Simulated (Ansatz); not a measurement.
Start from `CO[AsH2]` and change one element to get `CS[AsH2]`.

Ansatz, PBE0-D4/def2-TZVP geometries, multiplicity 1. 

Scalar relativity is left out up to krypton.

| property | `CO[AsH2]` |
| --- | --- |
| HOMO–LUMO gap (ωB97M-V/def2-TZVPP) / eV | 11.59 |
| size of the dipole moment (PBE/def2-TZVPP) / D | 1.25 |
| LUMO energy (PBE0/def2-TZVPP) / eV | -0.36 |
| LUMO energy (PBE/def2-TZVPP) / eV | -1.29 |
| LUMO energy (ωB97M-V/def2-TZVPP) / eV | 1.59 |
| size of the dipole moment (B3LYP/def2-TZVPP) / D | 1.31 |

(1) What does the change do to each property? (Best estimate.)

## Answers

(1) Ansatz gave: 
| property | `CS[AsH2]` | shift |
| --- | --- | --- |
| HOMO–LUMO gap (ωB97M-V/def2-TZVPP) / eV | 10.35 | -1.24 |
| size of the dipole moment (PBE/def2-TZVPP) / D | 1.09 | -0.16 |
| LUMO energy (PBE0/def2-TZVPP) / eV | -0.48 | -0.12 |
| LUMO energy (PBE/def2-TZVPP) / eV | -1.34 | -0.05 |
| LUMO energy (ωB97M-V/def2-TZVPP) / eV | 1.43 | -0.16 |
| size of the dipole moment (B3LYP/def2-TZVPP) / D | 1.13 | -0.18 |

With PBE0 the HOMO rises by 1.06 eV and the LUMO falls by 0.12 eV, so the gap narrows by about 1.18 eV. PBE moves the HOMO by 0.97 eV and ωB97M-V by 1.08 eV. Dipoles are sizes alone; their direction can turn.

B3LYP here is the variant with VWN-RPA as its local correlation; programs differ in this.
